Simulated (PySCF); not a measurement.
rhenium atom (Re), sextet (core potentials on Re); PBE/def2-SV(P) run with PySCF.

Here is a job for PySCF.
```python
from pyscf import gto, scf, dft

mol = gto.Mole()
mol.atom = '''
    Re    0.00000000    0.00000000    0.00000000
'''
mol.basis = 'def2-sv(p)'
mol.ecp = {'Re': 'def2-sv(p)'}
mol.spin = 5
mol.verbose = 4
mol.build()

mf = dft.UKS(mol)
mf.xc = 'pbe'
mf.init_guess = 'huckel'
mf.kernel()
mf.analyze()
```

What the program printed (banner, timings and long lists left out):

```
PySCF version 2.14.0

[INPUT] verbose = 4
[INPUT] num. atoms = 1
[INPUT] num. electrons = 15
[INPUT] charge = 0
[INPUT] spin (= nelec alpha-beta = 2S) = 5
[INPUT] symmetry False subgroup None
[INPUT] Mole.unit = angstrom
[INPUT] Symbol           X                Y                Z      unit          X                Y                Z       unit  Magmom
[INPUT]  1 Re     0.000000000000   0.000000000000   0.000000000000 AA    0.000000000000   0.000000000000   0.000000000000 Bohr   0.0

nuclear repulsion = 0
number of shells = 11
number of NR pGTOs = 50
number of NR cGTOs = 25
basis = def2-sv(p)
ecp = {'Re': 'def2-sv(p)'}

******** <class 'pyscf.dft.uks.UKS'> ********
method = UKS
initial guess = huckel
damping factor = 0
level_shift factor = 0
DIIS = <class 'pyscf.scf.diis.CDIIS'>
diis_start_cycle = 1
diis_space = 8
diis_damp = 0
SCF conv_tol = 1e-09
SCF conv_tol_grad = None
SCF max_cycles = 50
direct_scf = True
direct_scf_tol = 1e-13
number electrons alpha = 10  beta = 5
XC library pyscf.dft.libxc version 7.1.2
    S. Lehtola, C. Steigemann, M. J. T. Oliveira, and M. A. L. Marques,  SoftwareX 7, 1–5 (2018)
XC functionals = pbe
    J. P. Perdew, K. Burke, and M. Ernzerhof,  Phys. Rev. Lett. 77, 3865 (1996)
    J. P. Perdew, K. Burke, and M. Ernzerhof,  Phys. Rev. Lett. 78, 1396 (1997)
    J. P. Perdew, K. Burke, and M. Ernzerhof,  Phys. Rev. Lett. 77, 3865 (1996)
    J. P. Perdew, K. Burke, and M. Ernzerhof,  Phys. Rev. Lett. 78, 1396 (1997)
radial grids:
    Treutler-Ahlrichs [JCP 102, 346 (1995); DOI:10.1063/1.469408] (M4) radial grids

becke partition: Becke, JCP 88, 2547 (1988); DOI:10.1063/1.454033
pruning grids: <function nwchem_prune>
grids dens level: 3
symmetrized grids: False
atomic radii adjust function: <function treutler_atomic_radii_adjust>
small_rho_cutoff = 0
Set gradient conv threshold to 3.16228e-05
Initial guess from on-the-fly Huckel, doi:10.1021/acs.jctc.8b01089.
Spherically averaged atomic HF for {'Re'}

******** <class 'pyscf.scf.atom_hf.AtomSphAverageRHF'> ********
method = AtomSphAverageRHF
initial guess = minao
damping factor = 0
level_shift factor = 0
DIIS = <class 'pyscf.scf.diis.CDIIS'>
diis_start_cycle = 1
diis_space = 8
diis_damp = 0
SCF conv_tol = 1e-09
SCF conv_tol_grad = None
SCF max_cycles = 50
direct_scf = True
direct_scf_tol = 1e-13
atom = Re
Set gradient conv threshold to 3.16228e-05
Initial guess from minao.
init E= -64.8917332993903
cycle= 1 E= -76.7125616583165  delta_E= -11.8  |g|=    0  |ddm|= 7.75
cycle= 2 E= -76.7372831159164  delta_E= -0.0247  |g|=    0  |ddm|= 1.01
cycle= 3 E= -76.7983679450061  delta_E= -0.0611  |g|=    0  |ddm|= 0.529
cycle= 4 E= -76.79941905531  delta_E= -0.00105  |g|=    0  |ddm|= 0.0648
cycle= 5 E= -76.7994258944032  delta_E= -6.84e-06  |g|=    0  |ddm|= 0.00623
cycle= 6 E= -76.7994258952811  delta_E= -8.78e-10  |g|=    0  |ddm|= 0.000246
Extra cycle  E= -76.7994258953633  delta_E= -8.22e-11  |g|=    0  |ddm|= 5.48e-05
Atomic HF for atom  Re  converged. SCF energy = -76.7994258953633

Traceback (most recent call last):
  File "input.py", line 16, in <module>
  File "<string>", line 2, in kernel
  File "site-packages/pyscf/scf/hf.py", line 2099, in scf
  File "site-packages/pyscf/scf/hf.py", line 127, in kernel
  File "site-packages/pyscf/scf/uhf.py", line 931, in get_init_guess
  File "site-packages/pyscf/scf/hf.py", line 2026, in get_init_guess
  File "site-packages/pyscf/scf/uhf.py", line 971, in init_guess_by_huckel
  File "site-packages/pyscf/scf/uhf.py", line 381, in get_occ
RuntimeError: Failed to assign mo_occ. nelec (10, 5) > Nmo (9)
```

The run crashed.
